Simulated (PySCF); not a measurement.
Si(Cl)(Br)(NH2)2 (BrClH4N2Si), SMILES N[Si](N)(Cl)Br.

Geometry: PBE-D3(BJ)/def2-SVP. This is a generated structure with no PubChem entry under its InChIKey; it may be hypothetical. One conformer was computed; it need not be the lowest.

All values below come from PBE-D3(BJ)/def2-SVP in PySCF 2.14.0.

Frequencies are harmonic and unscaled.

Task: Give all harmonic wavenumbers and intensities. (The exact figures need the calculation; the answer reports its results.)

Result: 
```tsv
mode	ν (cm⁻¹)	IR (km/mol)	moving atoms (share of kinetic energy)
1	130	5.6	Cl 45 %, N 22 %, Br 20 %
2	164	1.6	N 51 %, H 26 %, Cl 12 %, Br 9 %
3	219	0.9	H 51 %, N 23 %, Br 11 %, Si 9 %
4	223	1.6	H 34 %, N 32 %, Br 18 %
5	244	3.2	N 37 %, H 26 %, Cl 21 %, Si 12 %
6	264	14.4	H 52 %, N 27 %, Si 12 %
7	380	3.0	H 40 %, Si 25 %, N 14 %, Br 12 %, Cl 9 %
8	405	4.9	H 62 %, N 17 %, Si 16 %
9	417	140.3	H 68 %, N 26 %
10	446	254.4	H 65 %, N 23 %
11	524	205.9	Si 53 %, Cl 31 %, H 9 %
12	801	9.0	N 47 %, H 45 %
13	813	67.2	H 74 %, N 18 %
14	860	133.9	H 44 %, N 28 %, Si 27 %
15	926	119.0	Si 46 %, N 39 %, H 15 %
16	1475	91.3	H 88 %, N 11 %
17	1480	25.1	H 89 %, N 11 %
18	3489	50.9	H 96 %
19	3491	24.1	H 96 %
20	3593	27.7	H 91 %, N 9 %
21	3595	41.3	H 91 %, N 9 %
```
